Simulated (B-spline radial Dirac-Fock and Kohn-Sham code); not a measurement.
Calculated with a radial atomic solver, using the Dirac equation of a negative muon with reduced mass in the field of a spherical finite nucleus, with the Uehling potential to all orders; nuclear polarisation, deformation, hyperfine structure, self-energy, higher-order vacuum polarisation, relativistic recoil and electron screening are left out. The nuclear charge is a Fermi distribution (skin thickness 2.3 fm).

Problem. A muonic atom of atomic mass 158.93 u emits these computed lines: 2p3/2 → 1s1/2 4878 keV, 3d5/2 → 2p3/2 1729 keV, 4f7/2 → 3d5/2 623.3 keV, 5g9/2 → 4f7/2 286.9 keV. Which element is it, and what rms charge radius was used?

Solution. Holmium (Z = 67, nuclide ¹⁵⁹Ho); the high transitions hardly feel the nucleus and fix Z. The 2p → 1s line lies 5398 keV below the value for a point nucleus without QED, which for this nuclear model gives a radius near 5.17 fm (5.1675 fm was used).
